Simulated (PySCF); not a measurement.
**NiI2: what the settings change**

NiI2: Ni(II) (d8), charge 0. The structure is a PBE0-D3(BJ)/def2-TZVP geometry optimised for multiplicity 3; coordination linear, point group D∞h, metal–donor distances 2.41 Å.

```
3

Ni    0.0000    0.0000    0.0000
I     0.0000    0.0000    2.4127
I     0.0000    0.0000   -2.4129
```

Method (PySCF 2.14, density fitting): CASSCF(8,5) with orbitals averaged over all microstates of the shell, strongly contracted NEVPT2 on the averaged canonical orbitals; basis x2c-TZVPall on the metal, x2c-SVPall elsewhere; spin-free X2C; gas phase; spin-orbit coupling by state interaction with the mean-field operator over all roots.

Base run: NEVPT2 ground state 3Σg-, next 3Πg at 662, then 3Δg at 2054 cm⁻¹, B(CASSCF) 1250, ζ 634 cm⁻¹, μeff(300 K) 5.02 μB.

(1) What happens with the basis x2c-TZVPall on all atoms?

(2) What happens with orbitals averaged over the highest spin alone?

No frequencies were computed for the optimised geometry.

Answers

(1) NEVPT2 ground state 3Σg-, next 3Πg at 598, then 3Δg at 1905 cm⁻¹, B(CASSCF) 1250, ζ 634 cm⁻¹, μeff(300 K) 5.06 μB. It took 17 s against 7.7 s on a shared host of the same kind.

(2) NEVPT2 ground state 3Σg-, next 3Πg at 597, then 3Δg at 1856 cm⁻¹, B(CASSCF) 1256, ζ 637 cm⁻¹, μeff(300 K) 5.08 μB.
